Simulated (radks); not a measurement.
The numbers below are computed, except where a source is named.
Fractional charge and spin in the 6s shell of bismuth: the spin-up occupation runs from 0 to 1 and the spin-down occupation from 0 to 1; the fullest corner is Bi2+, [Xe] 4f14 5d10 6p(up 0.5, down 0.5) 6s(up 1, down 1). Code: a radial shooting solver on a logarithmic mesh with Libxc functionals. Model: scalar-relativistic Kohn-Sham, PBE, spin-polarised, spherical densities, point nucleus. Energy (eV) minus the two flat planes that join the four corners (they meet along the diagonal where the two added fractions sum to one electron); zero is where a piecewise linear energy would lie.

| down \ up | 0 | 0.25 | 0.5 | 0.75 | 1 |
|---|---|---|---|---|---|
| 0 | 0.000 | -0.979 | -1.302 | -0.974 | 0.000 |
| 0.25 | -0.979 | -1.239 | -0.851 | 0.180 | -0.929 |
| 0.5 | -1.302 | -0.851 | 0.240 | -0.811 | -1.234 |
| 0.75 | -0.974 | 0.180 | -0.811 | -1.177 | -0.922 |
| 1 | 0.000 | -0.929 | -1.234 | -0.922 | 0.000 |

Corners above the fullest one (they belong to Bi3+ and the next ion): (up 1, down 0) 35.595 eV, (up 0, down 1) 35.595 eV, (up 0, down 0) 82.300 eV. With half an added electron in each spin the energy lies 0.240 eV from the planes, and with half an added electron in spin up alone -1.302 eV. The planes are only a guide here: the flat-plane condition holds for ground states with one frontier orbital, while this shell lies below other occupied shells, so the corners above the fullest one are inner-hole states and not the ground states of those ions.
